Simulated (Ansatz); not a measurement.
Born–Oppenheimer molecular dynamics of C$_{2}$H$_{8}$AlFOSi (14 atoms, charge 0, multiplicity 1). It starts from a relaxed structure.

The calculation used RKS PBE/STO-3G in Ansatz.

```
ensemble        : NVT, Langevin thermostat
time step       : 0.5 fs
steps asked     : 266
set temperature : 400 K
friction        : 0.001 /fs
seed            : 972179
```

Frames 5 fs apart, positions in Å.

Velocities at 50.0 fs (Å/ps):

```
C 7.16 6.04 1.23
Al 3.50 1.59 0.09
O 4.89 1.86 -1.99
C -3.37 -2.88 2.60
F -5.53 -2.70 4.98
Si -2.70 -2.53 -0.29
H -4.54 0.83 -4.67
H -2.98 2.40 -2.38
H -4.64 11.81 1.69
H 14.32 6.85 0.55
H -14.83 -3.32 -8.31
H -1.76 5.72 -7.44
H 15.99 -20.03 19.20
H -8.65 6.42 -14.51
```

```xyz
14
Properties=species:S:1:pos:R:3 time_fs=50.0 energy_less_start_eV=0.383 T=175
C 0.125 -1.691 -1.258
Al -0.215 -1.014 0.496
O -1.384 -1.214 1.730
C 0.576 0.746 0.935
F -0.078 1.057 2.221
Si 0.199 1.941 -0.498
H -0.702 -1.461 -1.966
H 0.290 -2.777 -1.296
H 1.010 -1.222 -1.681
H -1.102 -0.261 2.241
H 1.651 0.686 1.113
H 1.034 3.141 -0.487
H -1.264 2.200 -0.481
H 0.450 1.310 -1.790
14
Properties=species:S:1:pos:R:3 time_fs=55.0 energy_less_start_eV=0.426 T=155
C 0.150 -1.668 -1.256
Al -0.197 -1.002 0.497
O -1.357 -1.196 1.726
C 0.550 0.726 0.949
F -0.102 1.042 2.243
Si 0.186 1.928 -0.499
H -0.676 -1.464 -1.942
H 0.281 -2.766 -1.308
H 1.046 -1.148 -1.687
H -1.041 -0.328 2.189
H 1.680 0.680 1.106
H 0.979 3.163 -0.503
H -1.202 2.152 -0.394
H 0.413 1.340 -1.822
14
Properties=species:S:1:pos:R:3 time_fs=60.0 energy_less_start_eV=0.425 T=166
C 0.175 -1.651 -1.260
Al -0.178 -0.988 0.495
O -1.330 -1.182 1.725
C 0.538 0.703 0.969
F -0.123 1.022 2.249
Si 0.177 1.915 -0.501
H -0.689 -1.416 -1.937
H 0.324 -2.739 -1.327
H 1.055 -1.160 -1.658
H -0.976 -0.274 2.254
H 1.624 0.719 1.148
H 0.866 3.187 -0.480
H -1.294 2.224 -0.346
H 0.398 1.319 -1.800
14
Properties=species:S:1:pos:R:3 time_fs=65.0 energy_less_start_eV=0.436 T=171
C 0.189 -1.646 -1.264
Al -0.158 -0.977 0.491
O -1.300 -1.163 1.736
C 0.539 0.701 0.986
F -0.145 0.999 2.248
Si 0.156 1.907 -0.495
H -0.634 -1.362 -1.917
H 0.388 -2.731 -1.336
H 1.123 -1.172 -1.674
H -0.998 -0.320 2.271
H 1.641 0.781 1.234
H 0.806 3.228 -0.445
H -1.227 2.260 -0.381
H 0.398 1.247 -1.792
14
Properties=species:S:1:pos:R:3 time_fs=70.0 energy_less_start_eV=0.370 T=198
C 0.217 -1.646 -1.264
Al -0.141 -0.971 0.486
O -1.274 -1.159 1.749
C 0.560 0.726 1.001
F -0.170 0.977 2.245
Si 0.137 1.903 -0.483
H -0.605 -1.355 -1.966
H 0.368 -2.732 -1.362
H 1.109 -1.189 -1.675
H -0.991 -0.262 2.292
H 1.629 0.836 1.270
H 0.804 3.189 -0.431
H -1.278 2.254 -0.448
H 0.416 1.214 -1.721
14
Properties=species:S:1:pos:R:3 time_fs=75.0 energy_less_start_eV=0.385 T=202
C 0.238 -1.651 -1.270
Al -0.127 -0.965 0.482
O -1.254 -1.166 1.762
C 0.588 0.769 1.009
F -0.196 0.960 2.244
Si 0.119 1.903 -0.465
H -0.553 -1.386 -1.976
H 0.295 -2.749 -1.378
H 1.166 -1.169 -1.686
H -0.970 -0.259 2.228
H 1.678 0.888 1.262
H 0.863 3.159 -0.456
H -1.349 2.204 -0.521
H 0.470 1.189 -1.683
14
Properties=species:S:1:pos:R:3 time_fs=80.0 energy_less_start_eV=0.481 T=154
C 0.255 -1.661 -1.282
Al -0.115 -0.957 0.477
O -1.239 -1.188 1.764
C 0.610 0.808 1.013
F -0.217 0.953 2.243
Si 0.102 1.906 -0.444
H -0.555 -1.347 -1.990
H 0.297 -2.762 -1.346
H 1.188 -1.250 -1.657
H -0.938 -0.247 2.197
H 1.687 0.949 1.252
H 0.902 3.136 -0.512
H -1.283 2.107 -0.566
H 0.534 1.181 -1.649
14
Properties=species:S:1:pos:R:3 time_fs=85.0 energy_less_start_eV=0.459 T=150
C 0.256 -1.674 -1.286
Al -0.103 -0.950 0.472
O -1.222 -1.217 1.752
C 0.611 0.828 1.016
F -0.225 0.961 2.240
Si 0.100 1.912 -0.426
H -0.505 -1.321 -1.973
H 0.321 -2.776 -1.299
H 1.254 -1.325 -1.665
H -0.956 -0.295 2.228
H 1.686 1.005 1.285
H 0.833 3.155 -0.543
H -1.387 2.066 -0.574
H 0.559 1.186 -1.576
14
Properties=species:S:1:pos:R:3 time_fs=90.0 energy_less_start_eV=0.328 T=226
C 0.266 -1.689 -1.274
Al -0.090 -0.940 0.471
O -1.206 -1.250 1.729
C 0.591 0.825 1.029
F -0.227 0.982 2.235
Si 0.097 1.924 -0.412
H -0.490 -1.337 -2.030
H 0.277 -2.793 -1.287
H 1.235 -1.370 -1.649
H -0.993 -0.364 2.284
H 1.649 1.035 1.332
H 0.694 3.267 -0.526
H -1.331 2.041 -0.528
H 0.565 1.150 -1.585
14
Properties=species:S:1:pos:R:3 time_fs=95.0 energy_less_start_eV=0.304 T=250
C 0.266 -1.708 -1.258
Al -0.072 -0.928 0.470
O -1.192 -1.290 1.701
C 0.563 0.813 1.051
F -0.233 1.006 2.236
Si 0.098 1.943 -0.407
H -0.449 -1.407 -2.021
H 0.213 -2.811 -1.287
H 1.272 -1.373 -1.637
H -0.986 -0.396 2.273
H 1.620 1.005 1.350
H 0.524 3.335 -0.471
H -1.349 2.022 -0.469
H 0.543 1.202 -1.557
14
Properties=species:S:1:pos:R:3 time_fs=100.0 energy_less_start_eV=0.311 T=249
C 0.273 -1.732 -1.238
Al -0.051 -0.916 0.465
O -1.181 -1.330 1.676
C 0.539 0.806 1.068
F -0.250 1.030 2.248
Si 0.097 1.964 -0.403
H -0.474 -1.405 -2.008
H 0.210 -2.835 -1.237
H 1.253 -1.440 -1.600
H -0.982 -0.439 2.203
H 1.643 0.924 1.330
H 0.430 3.378 -0.403
H -1.404 1.966 -0.425
H 0.557 1.292 -1.610
14
Properties=species:S:1:pos:R:3 time_fs=105.0 energy_less_start_eV=0.363 T=232
C 0.271 -1.758 -1.221
Al -0.031 -0.909 0.459
O -1.170 -1.365 1.647
C 0.535 0.817 1.067
F -0.275 1.054 2.265
Si 0.085 1.982 -0.396
H -0.458 -1.390 -1.941
H 0.246 -2.857 -1.153
H 1.295 -1.515 -1.622
H -1.025 -0.437 2.213
H 1.603 0.828 1.309
H 0.421 3.420 -0.335
H -1.317 1.879 -0.423
H 0.605 1.423 -1.670
```

Of the whole run (133 fs, mean temperature of the second half 213 K): The mean temperature of the second half is 47 % below the set value. A run of 0.13 ps of so small a system gives no equilibrium averages. Limits of this set-up: minimal basis.

The run took 12 min on 1 thread of Arm Neoverse V1, with other jobs on the host, peak memory 0.088 GiB.
